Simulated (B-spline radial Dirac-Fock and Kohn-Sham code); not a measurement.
ΔSCF core binding energies without Breit or QED terms, calculated with a radial atomic solver.

A sound run for atomic krypton, [Ar] 3d10 4s2 4p6: The ground state converged in 11 iterations, with total energy -2788.86105 Ha, virial ratio 1.97342 and highest orbital energy -14.00 eV. ΔSCF binding energies: K (1s) 14359.0 eV, L3 (2p3/2) 1681.3 eV, M5 (3d5/2) 92.13 eV.

A second run, with one unsound setting: The ground state had not converged after 80 iterations, with total energy -2788.86096 Ha, virial ratio 1.97327 and highest orbital energy -14.00 eV. ΔSCF binding energies: K (1s) 14359.0 eV, L3 (2p3/2) 1681.3 eV, M5 (3d5/2) 92.14 eV (not all states converged, so these are not final).

```
iter   energy (Ha)        error
   1    -2788.40096358  1.28e+00
   2    -2788.78278227  9.82e-02
   3    -2788.79002145  9.35e-02
   4    -2788.79658987  8.90e-02
   5    -2788.80254944  8.47e-02
   6    -2788.80795637  8.06e-02
   7    -2788.81286176  7.67e-02
   8    -2788.81731202  7.30e-02
   9    -2788.82134929  6.95e-02
  17    -2788.84270752  4.69e-02
  25    -2788.85251282  3.17e-02
  33    -2788.85702968  2.17e-02
  41    -2788.85912421  1.59e-02
  49    -2788.86010562  1.17e-02
  57    -2788.86057241  8.65e-03
  65    -2788.86079900  6.43e-03
  73    -2788.86091196  4.79e-03
  80    -2788.86096474  3.71e-03
```

Problem. Which fault fits the second run best?
A. damping too heavy
B. spline order too low
C. speed of light below Z
D. mesh too coarse

Solution. A. The input had damp = 0.97; ndamp = 100: damp is so close to 1 that the orbitals hardly move in each step.
